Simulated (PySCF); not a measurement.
**Shifts of the heteroatoms**

Molfile (atoms numbered from 1):
```
C8H9N3
     RDKit          3D

 20 21  0  0  0  0  0  0  0  0999 V2000
   -2.9280   -0.6942   -0.4495 C   0  0  0  0  0  0  0  0  0  0  0  0
   -1.6657    0.0302   -0.1217 C   0  0  0  0  0  0  0  0  0  0  0  0
   -1.6311    1.3341    0.3240 C   0  0  0  0  0  0  0  0  0  0  0  0
   -0.4360    1.9964    0.6389 C   0  0  0  0  0  0  0  0  0  0  0  0
    0.7907    1.3847    0.5282 C   0  0  0  0  0  0  0  0  0  0  0  0
    0.7794    0.0688    0.0792 C   0  0  0  0  0  0  0  0  0  0  0  0
   -0.4223   -0.6052   -0.2460 C   0  0  0  0  0  0  0  0  0  0  0  0
   -0.0869   -1.8610   -0.6568 N   0  0  0  0  0  0  0  0  0  0  0  0
    1.1730   -1.9877   -0.6030 N   0  0  0  0  0  0  0  0  0  0  0  0
    1.7446   -0.8590   -0.1657 N   0  0  0  0  0  0  0  0  0  0  0  0
    3.1620   -0.7443   -0.0101 C   0  0  0  0  0  0  0  0  0  0  0  0
   -3.7748   -0.0131   -0.4747 H   0  0  0  0  0  0  0  0  0  0  0  0
   -2.8317   -1.1939   -1.4109 H   0  0  0  0  0  0  0  0  0  0  0  0
   -3.1153   -1.4640    0.2984 H   0  0  0  0  0  0  0  0  0  0  0  0
   -2.5605    1.8738    0.4370 H   0  0  0  0  0  0  0  0  0  0  0  0
   -0.4871    3.0200    0.9792 H   0  0  0  0  0  0  0  0  0  0  0  0
    1.7103    1.8941    0.7712 H   0  0  0  0  0  0  0  0  0  0  0  0
    3.4172   -0.5312    1.0303 H   0  0  0  0  0  0  0  0  0  0  0  0
    3.6051   -1.6929   -0.3070 H   0  0  0  0  0  0  0  0  0  0  0  0
    3.5518    0.0551   -0.6438 H   0  0  0  0  0  0  0  0  0  0  0  0
  1  2  1  0
  2  3  1  0
  3  4  2  0
  4  5  1  0
  5  6  2  0
  6  7  1  0
  7  8  1  0
  8  9  2  0
  9 10  1  0
 10 11  1  0
  7  2  2  0
 10  6  1  0
  1 12  1  0
  1 13  1  0
  1 14  1  0
  3 15  1  0
  4 16  1  0
  5 17  1  0
 11 18  1  0
 11 19  1  0
 11 20  1  0
M  END
```

[PySCF 2.14.0 with density-fitted response routines: structure optimised with GFN2-xTB; σ from GIAO-PBE0/pcSseg-1; isolated molecule; one averaged value for each set of equivalent atoms; non-relativistic Hamiltonian; single conformer]

What are the 15N shifts?

Results:


```
atoms                         environment  σ (ppm)  δ (ppm)
   N9  pyridine-type nitrogen of an azole   -150.0     -9.9
   N8  pyridine-type nitrogen of an azole   -102.5    -53.6
  N10          pyrrole-type ring nitrogen     29.6   -175.3
```

Shieldings were converted by a linear fit to measured shifts: 15N (scatter 6.3 ppm rms vs CH3NO2, solution or neat liquid). A few per cent of atoms miss by over 2 rms, more outside the fitted compound classes.

On a 600 MHz spectrometer 15N resonates near 60.8 MHz, so 1 ppm is 60.8 Hz.
